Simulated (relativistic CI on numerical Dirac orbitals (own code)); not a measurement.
**What each ingredient does to the levels of Gd I**

Base calculation: Dirac-Coulomb-Breit CI, separate exchange-only KLI orbitals for each configuration, QED by a radiative potential, valence Slater integrals scaled by 0.85, P86 correlation energy added to each configuration.

Configuration list (outside the closed core [Xe] 6s2): 4f7 5d, 4f8. The list is cut by size and lacks configurations that can hold low levels.

The lowest level and the first level of each name with at least 55 % of one term (blank where a level has no safe partner in the second run):

```csv
Level,Base (cm⁻¹),Shift (cm⁻¹)
4f7 5d 9D°_2,0.0,0.0
4f7 5d 9D°_3,199.7,-15.3
4f7 5d 9D°_4,491.7,-34.3
4f7 5d 9D°_5,909.9,-53.9
4f7 5d 9D°_6,1518.9,-64.7
4f7 5d 7D°_5,8948.6,-998.5
4f7 5d 7D°_4,9030.0,-1008.9
4f7 5d 7D°_3,9152.2,-1006.4
4f7 5d 7D°_2,9259.8,-1004.0
4f7 5d 7D°_1,9342.0,-1000.4
4f8 7F_6,27376.9,-4007.1
4f8 7F_5,29042.7,-3976.6
4f8 7F_4,30060.4,-4019.2
4f8 7F_3,30849.8,-4021.5
4f8 7F_2,31403.6,-4030.1
4f7 5d 7F°_2,31765.8,-3940.6
4f8 7F_1,31768.5,-4030.4
4f7 5d 7F°_1,31850.2,-3878.8
4f7 5d 7F°_0,31899.1,-3850.0
4f8 7F_0,31946.9,-4031.7
4f7 5d 7P°_2,32600.1,-4012.6
4f7 5d 7F°_5,32611.4,-4066.1
```

For a near-neutral ion this model can misplace configurations by up to about 10,000 cm⁻¹ (more where the count of f electrons changes) and terms by 10 to 25 % of their spread. Rates follow the energies as ν³ (E1, M1) or ν⁵ (E2), so they and the lifetimes can be off by large factors. The fine structure of a lone outer electron comes out too small, for d and f at times inverted, and misplaced configurations move strength between like terms. 16 of the 70 excited levels that our extract of the measured tables holds in this range could be paired (the sources list more); they are missed by 7829 cm⁻¹ on average and 16658 at most, and levels without a partner can miss by more.

Q: One thing was changed in a second run, which moved the levels as shown. Which?
A. non-relativistic limit
B. Breit term removed
C. valence Slater integrals scaled by 0.75
D. self-excluded LDA correlation estimate
E. configuration mixing switched off
F. QED terms removed

A: C. Valence Slater integrals scaled by 0.75. Scaling acts on the splittings between terms and on the mixing, and leaves the fine structure of pure LS terms nearly alone; in jj coupling it moves the levels of one term differently.

LS names give the leading component of a level, which can be under half, so a name can repeat, a term be missing and a line seem to break the LS rules.
